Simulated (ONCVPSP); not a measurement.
## Yb (Z = 70): variants of one ONCV potential

Base potential:

* Element: ytterbium
* Generator: ONCVPSP 4.0.1
* Type: optimised norm-conserving Vanderbilt (ONCV)
* Functional: LDA (Perdew-Wang 92)
* Relativity: non-relativistic
* Frozen core: [Kr] 4d10
* Valence charge: 24
* Reference configuration: 4f14 5s2 5p6 5d1 6s1
* Partial waves: 5s+6s: rc 2.60 bohr, ncon 4, nbas 7, qcut 4 1/bohr, 2 projectors; 5p: rc 2.25 bohr, ncon 4, nbas 7, qcut 6.7 1/bohr, 2 projectors, debl 1.7 Ha; 5d: rc 3.20 bohr, ncon 4, nbas 8, qcut 4.8 1/bohr, 2 projectors, debl 3.5 Ha; 4f: rc 0.95 bohr, ncon 4, nbas 9, qcut 17.6 1/bohr, 2 projectors, debl 2.2 Ha
* Local potential: polynomial inside 0.75 bohr (lpopt 5, dvloc0 6 Ha)
* Core correction: polynomial model core, fcfact 0.2

Cutoffs, loose and tight: the cutoffs (Ha) at which the residual kinetic energy of the hardest occupied pseudo-wave falls to 1 and 0.1 mHa per electron. They do not see the model core or the augmentation charge, which bear on the density cutoff. Test errors are all-electron minus pseudo excitation energies from the reference, over the configurations 4f14 5s2 5p6 5d0 6s2; 4f14 5s2 5p6 5d0 6s1; 4f14 5s2 5p6 5d0 6s0; 4f13 5s2 5p6 5d0 6s0. A dash means not determined; rows that change the core or the reference have their own tests.

A true bound ghost makes a file unfit for plane-wave use even where its test errors are small: the radial tests pick states by their node count and pass the ghost by.

| change | outcome | cutoff, loose | cutoff, tight | bound ghosts | GHOST(+) flags above zero | largest test error (meV) |
| --- | --- | --- | --- | --- | --- | --- |
| base | generated | 137 Ha | 150 Ha | s, p | d | 4 of 4 tests not solved or not reliable |
| f: nproj 3 | generated | 137 Ha | 150 Ha | s, p | d | 4 of 4 tests not solved or not reliable |
| d: ncon 3, nbas 7 | generated | 137 Ha | 150 Ha | s, p | d | 4 of 4 tests not solved or not reliable |
| core correction polynomial model core, fcfact 0.78 | generated | 137 Ha | 150 Ha | s, p | d | 4 of 4 tests not solved or not reliable |

(1) What comes out with this change to the base: reference 4f14 5s2 5p6 6s2; wave 5d: rc 3.20 bohr, ncon 4, nbas 8, qcut 4.8 1/bohr, 2 projectors, debl 3.5 Ha becomes d scattering state at 0.05 Ha: rc 3.20 bohr, ncon 4, nbas 8, qcut 4.8 1/bohr, 2 projectors, debl 3.5 Ha?

(2) What comes out with this change to the base: f: rc 0.84?

## Answers

(1) outcome: generated, projector energies reset by the program; cutoff, loose: 137 Ha; cutoff, tight: 150 Ha; bound ghosts: s, p; GHOST(+) flags above zero: d; largest test error (meV): tests left out (the all-electron energies of this program are off by 10 to 40 meV for near-neutral 4f atoms).

(2) outcome: generated; cutoff, loose: 153 Ha; cutoff, tight: 465 Ha; bound ghosts: s, p; GHOST(+) flags above zero: d; largest test error (meV): 4 of 4 tests not solved or not reliable.
